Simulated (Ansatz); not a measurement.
CH$_{4}$FGaO$_{2}$, SMILES `OC[O][GaH][F]`, 9 atoms. The species carries charge 0 and has multiplicity 1. Correlated methods include outer-core shells of Ga, which these sets cover unevenly. Scalar relativity is left out up to krypton. All runs use 4 threads of an Intel Xeon Platinum 8259CL on a shared host. Correlated methods freeze the cores.

**Question.** Give the basis size and wall time and peak host memory of each of these runs in Ansatz. RHF-MP2/def2-QZVPP energy; RKS PBE-D4/def2-TZVPP energy and forces; direct RPA on PBE orbitals/def2-TZVPP energy; RKS BHLYP-D4/def2-TZVPP energy; RKS ωB97M-V/def2-QZVPP energy; RKS B2PLYP (frozen core)/def2-TZVPP energy; RKS ωB97M-V/def2-SVP energy; RHF-CCSD(T)/def2-TZVPP energy; RKS PBE0-D4/def2-SVP energy; RKS PBE0-D4/def2-QZVPP energy; RKS PBE0-D4/def2-TZVP frequencies; RKS PBE0-D4/def2-TZVP relaxation (15 steps). (Estimate.)

**Answer.** Ansatz gave: Other jobs shared the machine, so times are rough.

```
                                level                    job  functions  wall time  peak host memory (GiB)
                 RKS PBE0-D4/def2-SVP                 energy        108      1.3 s                    0.46
                RKS PBE-D4/def2-TZVPP      energy and forces        228      2.2 s                    0.31
              RKS BHLYP-D4/def2-TZVPP                 energy        228      2.9 s                    0.63
direct RPA on PBE orbitals/def2-TZVPP                 energy        228      4.2 s                    0.54
                 RKS ωB97M-V/def2-SVP                 energy        108      4.3 s                    0.46
  RKS B2PLYP (frozen core)/def2-TZVPP                 energy        228        5 s                    0.61
               RKS PBE0-D4/def2-QZVPP                 energy        437        8 s                     1.6
               RKS ωB97M-V/def2-QZVPP                 energy        437       16 s                     1.9
                   RHF-MP2/def2-QZVPP                 energy        437       20 s                     2.6
                RKS PBE0-D4/def2-TZVP  relaxation (15 steps)        196       56 s                    0.59
               RHF-CCSD(T)/def2-TZVPP                 energy        228      110 s                     4.2
                RKS PBE0-D4/def2-TZVP            frequencies        196    2.2 min                    0.58
```
